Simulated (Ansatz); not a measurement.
Reactions of C₂H₂Cl₄ (`ClC(Cl)C(Cl)Cl`).

Isolated molecules relaxed with PBE0-D4/def2-TZVP in Ansatz; ΔE leaves out vibrations. CBS: MP2 limit from def2 TZ/QZ plus the TZ coupled-cluster correction, frozen cores. This one scheme is used for every species, atoms too. No spin–orbit coupling; open shells (•) take unrestricted orbitals. Spin–orbit coupling would lower the free atoms: a little for C, Cl. For Br outer-core shells are correlated without core-valence functions, so the limit isn't a true one: a few kJ/mol of doubt a bond, and 10 to 20 or more in all where bonds break to atoms. Scalar relativity is left out up to krypton. One conformer a species, not always the lowest.

(1) Order these by ΔE at CCSD(T)/CBS, lowest first. (Estimate.)
A. `ClC(Cl)C(Cl)Cl` + HBr → `ClC(Cl)Br` + `ClCCl`
B. `ClC(Cl)C(Cl)Cl` + H₂O → `OC(Cl)Cl` + `ClCCl`
C. `ClC(Cl)C(Cl)Cl` + H₂ → `ClCC(Cl)Cl` + HCl
D. `ClC(Cl)C(Cl)Cl` + H₂ → `ClCCl` + `ClCCl`
E. `ClC(Cl)C(Cl)Cl` → `Cl[C]Cl` + `ClCCl`
F. `ClC(Cl)C(Cl)Cl` → 2 C• + 4 Cl• + 2 H•

Largest T1 diagnostic: 0.020, for `Cl[C]Cl`.

## Answers

(1) C (-1.04 eV), D (-0.55 eV), B (+0.30 eV), A (+0.43 eV), E (+3.14 eV), F (+26.86 eV).
